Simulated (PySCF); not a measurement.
**Working out the excitation energy of Ca**

Ca [Ar] 4s2 (1S) → Ca [Ar] 4s1 4p1 (3P). All numbers are calculated (PySCF 2.14, the spin-free X2C one-electron Hamiltonian (Gaussian nucleus), in aug-cc-pVDZ-X2C (6s5p3d, 36 functions)). Frozen: [Ar]. Energies in hartree (1 hartree = 27.21139 eV):

```csv
part,Ca (lower),Ca (upper)
UHF,-679.629220,-679.591159
CCSD correlation,-0.027933,-0.003591
(T),0.000000,0.000000
```

Question: What does Hartree-Fock give?

Answer: (-679.591159) − (-679.629220) = 0.038061 hartree = 1.036 eV.

Question: What do CCSD and CCSD(T) give?

Answer: The CCSD correlation energies differ by 0.024342 hartree = 0.662 eV and the triples by 0.000000 hartree = 0.000 eV, so CCSD gives 1.698 eV and CCSD(T) 1.698 eV.

Measured between the centres of the two terms (NIST): 1.892 eV, so CCSD(T) (valence) is off by -0.194 eV.

A double-zeta basis recovers only part of the correlation energy.

What remains against the reference includes basis incompleteness, the frozen core and higher excitations.
